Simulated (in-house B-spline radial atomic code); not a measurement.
RPA and G0W0 for Hg, [Xe] 4f14 5d10 6s2, as one setting changes: the radius of a hard wall (bohr). Start: PBE. A dash marks a level of low quasi-particle weight. Computed with an all-electron radial atomic-structure program (B-spline basis): all electrons, scalar-relativistic (spin-free one-electron X2C), finite nucleus, each spin shell either full or empty, empty states to l = 9 with an (l + 1/2)⁻⁴ tail; G0W0 by contour deformation at full frequency.

Without the two-electron picture change, the correlation of inner shells comes somewhat too large for so heavy an element.

```csv
radius of a hard wall (bohr),mean-field level (eV),G0W0 level (eV),RPA correlation (Eh)
2,106.61,6s 99.04,-7.4094
2.5,39.37,6s 32.61,-7.3233
3,14.526,6s 8.361,-7.2987
3.5,?,?,?
4,-1.085,6s -6.352,-7.2753
5,?,?,?
6,-6.204,6s -10.518,-7.2473
8,-6.735,6s -10.696,-7.2397
12,-6.799,6s -10.625,-7.2372
```

Task: What belongs in the row for 3.5?

Result: mean-field level (eV): 3.932; G0W0 level (eV): 6s -1.742; RPA correlation (Eh): -7.2863.

Task: What belongs in the row for 5?

Result: mean-field level (eV): -5.009; G0W0 level (eV): 6s -9.689; RPA correlation (Eh): -7.2577.
